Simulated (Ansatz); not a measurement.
Sn₂F₄. Charge 0, multiplicity 1. Geometry PBE0-D4/def2-SVP.

| atom | x (Å) | y (Å) | z (Å) |
| --- | --- | --- | --- |
| Sn1 | -1.440 | -0.688 | -0.927 |
| Sn2 | 0.607 | 1.575 | 0.745 |
| F3 | -1.045 | 0.213 | 0.991 |
| F4 | 0.078 | 0.818 | -1.201 |
| F5 | 1.920 | 0.169 | 1.030 |
| F6 | -0.120 | -2.087 | -0.637 |

In the def2 sets Sn takes a core potential; there is no spin–orbit coupling. Another isomer (singlet) lies 0.13 eV lower at PBE0-D4/def2-TZVP; other spin states weren't run for this one.

(1) Estimate the orbital energies around the gap (eV) in Ansatz with PBE-D4/def2-TZVP, revPBE-D4/def2-TZVP, r2SCAN-D4/def2-TZVP, PBE0-D4/def2-TZVP, ωB97M-V/def2-TZVP.

## Answers

(1) 
```
orbital  PBE-D4/def2-TZVP  revPBE-D4/def2-TZVP  r2SCAN-D4/def2-TZVP  PBE0-D4/def2-TZVP  ωB97M-V/def2-TZVP
 HOMO−5             -8.52                -8.42                -9.00             -10.48             -13.06
 HOMO−4             -8.47                -8.37                -8.96             -10.48             -13.05
 HOMO−3             -8.44                -8.34                -8.93             -10.41             -12.98
 HOMO−2             -8.40                -8.30                -8.88             -10.37             -12.94
 HOMO−1             -7.62                -7.52                -7.96              -8.88             -11.12
   HOMO             -7.07                -6.98                -7.41              -8.25             -10.38
   LUMO             -2.81                -2.68                -2.64              -2.10              -0.39
 LUMO+1             -1.82                -1.72                -1.63              -1.10               0.48
 LUMO+2             -1.74                -1.63                -1.47              -1.06               0.57
 LUMO+3             -1.22                -1.12                -0.94              -0.51               1.05
 LUMO+4             -0.74                -0.64                -0.30               0.03               1.54
 LUMO+5             -0.21                -0.15                 0.45               0.51               1.74
```
